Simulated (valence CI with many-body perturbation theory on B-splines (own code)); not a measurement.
Sensitivity of CI+MBPT for Cl XII

Calculated by configuration interaction combined with many-body perturbation theory (CI+MBPT): four valence electrons over a frozen Dirac-Fock core [He], radial functions for each j: 6 s, 6 p, 5 d, 3 f, 1 g, with the one-electron correlation potential Σ1 (screened to all orders), the two-electron term Σ2, the three-electron term Σ3, Breit, model QED; selected single and double excitations, second order for the rest, scaled by the run's own slope (own B-spline code, finite nucleus).

No measured spectrum was set against this ion. As an estimate, levels of excited configurations hold to 0.05 to 0.15 % of their energy, terms of the ground configuration to about 0.5 %.

The reference run has the lowest level 2s2 2p2 3P_0 and an ionisation energy of 591.870 eV. Its largest variational space holds 11303 state functions.

```tsv
Level	Reference (cm⁻¹)	Shift (cm⁻¹)
2s2 2p2 3P_1	7217	+355
2s2 2p2 3P_2	16608	+1260
2s2 2p2 1D_2	75865	+1081
2s2 2p2 1S_0	147457	+595
2s 2p3 5S°_2	205610	+1341
2s 2p3 3D°_2	388356	+1180
2s 2p3 3D°_1	388759	+1025
2s 2p3 3D°_3	389019	+1940
2s 2p3 3P°_0	455748	+851
2s 2p3 3P°_1	455906	+1153
2s 2p3 3P°_2	456646	+1338
2s 2p3 1D°_2	577848	+1565
```

The ionisation energy moves by +0.183 eV.

(1) Which of these changes was made?
A. QED terms on → off
B. Breit term on → off; QED terms on → off
C. selection threshold (hartree) 2e-08 → 2e-07

## Answers

(1) B. Breit term on → off; QED terms on → off.
